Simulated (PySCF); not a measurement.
Changes within a family of molecules, several properties at once.

PySCF, PBE0/def2-SVPD, density fitting, gas phase; each molecule at its own GFN2-xTB geometry, one conformer. Singlet excitations by full TDDFT with frozen cores and triplets by Tamm–Dancoff TDDFT. 

Torsions of the conformers computed, which needn't be the lowest (atom-mapped SMILES):
- `[CH3:1][PH:2][C:3]([CH3:4])=[O:5]`: C1–P2–C3–C4 57°
- `[CH3:1][C:2](=[O:3])[P:4]([CH3:5])[CH2:6][OH:7]`: C1–C2–P4–C5 -78°, C2–P4–C6–O7 52°, H–O7–C6–P4 -68°
- `[CH3:1][PH:2][c:3]1[cH:4][cH:5][o:6][cH:7]1`: C1–P2–C3–C4 -72°
- `[CH3:1][PH:2][CH2:3][CH2:4][C:5]#[N:6]`: C1–P2–C3–C4 171°, P2–C3–C4–C5 178°
- `[CH3:1][C:2](=[O:3])[P:4]([CH3:5])[CH3:6]`: C1–C2–P4–C5 160°

The conformers of `CPC1=CCCC1` aren't listed.

Reference: `CPC(C)=O`, with HOMO energy -6.76 eV, LUMO energy -0.95 eV, lowest singlet excitation 3.90 eV, lowest triplet excitation 3.23 eV and mean polarisability 66.8 au.

Changes against it:

| molecule | change | Δ HOMO energy (eV) | Δ LUMO energy (eV) | Δ lowest singlet excitation (eV) | Δ lowest triplet excitation (eV) | Δ mean polarisability (au) |
| --- | --- | --- | --- | --- | --- | --- |
| CPC1=CCCC1 | COCH3 replaced by cyclopentenyl | +0.42 | +1.13 | +1.75 | +0.74 | +29.1 |
| CPCCC#N | COCH3 replaced by C2H4CN | -0.57 | +0.97 | +2.34 | +2.01 | +11.9 |
| CC(=O)P(C)C | H replaced by CH3 | +0.22 | +0.08 | -0.03 | -0.05 | +12.2 |
| CPC (dimethylphosphine) | COCH3 replaced by CH3 | 0.00 | +1.49 | +2.27 | +2.02 | -13.9 |

Rows whose labels were lost:

```tsv
row	Δ HOMO energy (eV)	Δ LUMO energy (eV)	Δ lowest singlet excitation (eV)	Δ lowest triplet excitation (eV)	Δ mean polarisability (au)
P	+0.31	+0.95	+1.74	+0.70	+18.0
Q	-0.01	-0.31	-0.10	-0.08	+16.4
```

Which row belongs to which of `CC(=O)P(C)CO` (H replaced by CH2OH) and `CPc1ccoc1` (COCH3 replaced by 3-furyl)?

P = `CPc1ccoc1` and Q = `CC(=O)P(C)CO`. P and Q are told apart most clearly by the lowest singlet excitation (+1.74 against -0.10 eV); P lies nearest to the labelled row of `CPC1=CCCC1`; Q comes close to the labelled row of `CC(=O)P(C)C` in every column.

Which row has the smallest HOMO–LUMO gap and which the largest, and does the HOMO or the LUMO shift more there?

Smallest, counted from the reference: Q, -0.30 eV (HOMO -0.01, LUMO -0.31), the larger shift being that of the LUMO. Largest: `CPCCC#N`, +1.54 eV (HOMO -0.57, LUMO +0.97), the larger shift being that of the LUMO.
